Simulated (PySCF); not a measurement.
**UHF on Se(2+) (selenium, charge +2)**

Configuration: [Ar] 3d10 4s1 4p2 4d1, one real determinant (an excited configuration). Calculation: PySCF 2.14, in x2c-QZVPPall with one added diffuse shell each of s, p, d, f type (12s9p6d5f1g, 113 functions); the spin-free X2C one-electron Hamiltonian (Gaussian nucleus).

* Total energy: -2426.220873 hartree
* One-electron energy: -3344.6659 hartree
* Hartree (Coulomb) energy: 1004.7644 hartree
* Exchange energy: -86.3194 hartree
* ⟨S²⟩: 6.0009
* ⟨L²⟩: 6.555
* Sum of ⟨r⟩: 21.10 bohr
* Sum of ⟨r²⟩: 31.77 bohr²
* Traceless quadrupole moment −½Σ⟨3z² − r²⟩ along its main axis: -5.03 e·bohr²
* Langevin diamagnetic susceptibility: -25.2 ×10⁻⁶ cm³/mol

| shell | electrons | mean orbital energy (eV) | spread (eV) | rms radius, mean of both spins (bohr) |
| --- | --- | --- | --- | --- |
| 1s α | 1 | -12766.8 | 0 | 0.0508 |
| 1s β | 1 | -12766.2 | 0 | 0.0508 |
| 2s α | 1 | -1725.1 | 0 | 0.212 |
| 2s β | 1 | -1724.5 | 0 | 0.212 |
| 2p α | 3 | -1516.0 | 0.069 | 0.189 |
| 2p β | 3 | -1515.5 | 0.233 | 0.189 |
| 3s α | 1 | -279.54 | 0 | 0.613 |
| 3s β | 1 | -278.07 | 0 | 0.613 |
| 3p α | 3 | -211.69 | 0.163 | 0.635 |
| 3p β | 3 | -210.56 | 0.738 | 0.635 |
| 3d α | 5 | -99.223 | 0.727 | 0.690 |
| 3d β | 5 | -98.508 | 0.696 | 0.690 |
| 4s α | 1 | -50.862 | 0 | 1.78 |
| 4p α | 2 | -35.885 | 0 | 2.03 |
| 4d α | 1 | -16.175 | 0 | 3.48 |

⟨L²⟩ = 6.56 against 12 for a pure F term, so this real determinant mixes terms. The outer electron is Rydberg-like, and this basis confines it to a smaller radius and binds it less than a complete one would.

Densities and radii are taken from the X2C orbitals without a picture-change correction, which distorts them close to the nucleus.

Spin-orbit constants ζ (cm⁻¹) from the X2C one-electron operator on these orbitals: bare nucleus, nucleus screened by l(l+1)(2l+1)/3 electrons, and screened by the Breit-Pauli mean field of the electrons.

```json
{"shell": "2p", "bare": "231700", "screened nucleus": "218000", "mean field": "n/a"}
{"shell": "3p", "bare": "32670", "screened nucleus": "30740", "mean field": "n/a"}
{"shell": "3d", "bare": "3925", "screened nucleus": "2771", "mean field": "n/a"}
{"shell": "4p", "bare": "2888", "screened nucleus": "2719", "mean field": "n/a"}
{"shell": "4d", "bare": "156.0", "screened nucleus": "110.1", "mean field": "n/a"}
```

To first order the Landé constant is A = 244.9 cm⁻¹, so the lowest level has J = 1 and lies 0.243 eV below the centre of the term. This holds in LS coupling only.
